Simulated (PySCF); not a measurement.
Compound: C2H5Ga.
SMILES with atom numbers: `[CH2:1]=[CH:2][GaH2:3]` (hydrogens: H4, H5 on C1; H6 on C2; H7, H8 on Ga3)

Computed with core-valence-separated Tamm–Dancoff BHandHLYP/aug-pcX-1 (pcseg-1 on H, def2-SVPD on Ga) in PySCF, non-relativistic, gas phase, PBE0-D3(BJ)/def2-SVP geometry.

Computed carbon K-edge spectrum, Gaussian lines of 0.3 eV full width, highest printed point 100; it ends one width below the last computed root. The energies are unshifted.

```tsv
photon energy (eV)	absorption
281.6	2
281.7	10
281.8	36
281.9	76
282.0	100
282.1	83
282.2	44
282.3	14
282.4	2
282.5	0
282.6	0
282.7	0
282.8	0
282.9	0
283.0	0
283.1	0
283.2	0
283.3	0
283.4	0
283.5	0
283.6	0
283.7	0
283.8	0
283.9	0
284.0	3
284.1	10
284.2	17
284.3	17
284.4	9
284.5	3
284.6	0
284.7	0
284.8	0
284.9	0
285.0	0
285.1	0
285.2	0
285.3	2
285.4	6
285.5	11
285.6	10
285.7	9
285.8	17
285.9	34
286.0	41
286.1	28
286.2	12
286.3	4
286.4	8
286.5	21
286.6	31
286.7	25
286.8	11
286.9	3
287.0	1
287.1	1
```

Q: Where are the maxima, and which lines make them up?

A: 5 maxima:
- 282.0 eV: C1 (terminal =CH2 carbon), 281.95 eV, f = 0.059, 1s→π*, 54 % of the height at the exact maximum; C2 (alkene CH carbon), 282.08 eV, f = 0.051, 1s→π*, 46 % of the height at the exact maximum
- 284.2 eV: C2 (alkene CH carbon), 284.25 eV, f = 0.018, 100 % of the height at the exact maximum
- 285.5 eV: C2 (alkene CH carbon), 285.54 eV, f = 0.010, 99 % of the height at the exact maximum
- 286.0 eV: C2 (alkene CH carbon), 285.96 eV, f = 0.031, 77 % of the height at the exact maximum; C1 (terminal =CH2 carbon), 286.04 eV, f = 0.009, 21 % of the height at the exact maximum
- 286.6 eV: C1 (terminal =CH2 carbon), 286.61 eV, f = 0.028, 93 % of the height at the exact maximum

Roots within 0.03 eV on the same or equivalent atoms count as one line; shares under 12 % aren't listed.

Vibrational structure and lifetime widths aren't in the curve. The ionisation threshold wasn't computed; near and above it a finite basis only mimics Rydberg series and continuum. Relativistic effects, spin–orbit coupling among them, are left out although an element past zinc is present.

Hardware: one thread of an Intel Xeon at 2.70 GHz, on a shared host. Cost: 5.4 s of wall time, 0.53 GiB resident at most.
